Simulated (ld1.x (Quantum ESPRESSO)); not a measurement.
# zirconium (Zr), RRKJ: configuration errors across variants

```
Element                 : zirconium (Zr)
Generator               : ld1.x (Quantum ESPRESSO) 7.5
Type                    : norm-conserving RRKJ (Kleinman–Bylander form)
Functional              : PBE
Relativity              : scalar-relativistic
Frozen core             : [Ar] 3d10
Valence charge          : 12
Reference configuration : 4s2 4p6 4d1 5s0 5p0 (charge +3)
Partial waves           : 4s (bound): rc 1.30 bohr; 4p (bound): rc 1.70 bohr; 4d (bound): rc 2.70 bohr
Local potential         : the d channel
Core correction         : none
rho0                    : 0.001
```

All-electron excitation energies from the reference (eV): (1) 4s2 4p6 4d2 5s2 5p0 -42.704; (2) 4s2 4p6 4d2 5s1 5p0 -35.567; (3) 4s2 4p6 4d2 5s0 5p0 -22.627; (4) 4s2 4p6 4d2 5s1 5p1 -39.663; (5) 4s2 4p6 4d2.5 5s1.5 5p0 -42.190; (6) 4s2 4p5 4d2 5s2 5p0 -4.710; (7) 4s2 4p6 4d0 5s0 5p0 34.218.

Tests that are not counted but printed errors over 1 eV. “all radii scaled by about 0.76 (s 1.00, p 1.30, d 2.06 bohr)”: 4s2 4p6 4d2 5s1 5p1 (solver errors, printed error -9.2 eV).

A true bound ghost makes a file unfit for plane-wave use even where its test errors are small: the radial tests pick states by their node count and pass the ghost by.

Errors AE − PS in meV (a dash: test not solved or not reliable):

```csv
change,(1),(2),(3),(4),(5),(6),(7),bound ghosts
base,-179,-101,+10,-128,-131,-251,+43,none
"all radii scaled by about 0.76 (s 1.00, p 1.30, d 2.06 bohr)",-100,-64,+0.1,–,-69,-192,+3.4,none
"all radii scaled by about 0.85 (s 1.10, p 1.44, d 2.28 bohr)",-133,-84,+1.4,-89,-94,-233,+11,none
"all radii scaled by about 0.95 (s 1.24, p 1.62, d 2.58 bohr)",-169,-101,+5.6,-117,-122,-263,+28,none
"all radii scaled by about 1.13 (s 1.46, p 1.92, d 3.04 bohr)",-141,-42,+33,-133,-111,-40,+103,none
"all radii scaled by about 1.21 (s 1.58, p 2.06, d 3.28 bohr)",-29,+70,+53,-165,-41,+320,+148,none
"all radii scaled by about 1.29 (s 1.68, p 2.20, d 3.50 bohr)",+240,+319,+108,+254,+163,+950,+252,s
```

Task: Give the same row for: all radii scaled by about 1.39 (s 1.80, p 2.36, d 3.74 bohr).

Result: +485, +535, +139, +318, +339, +1509, +305; bound ghosts: s.
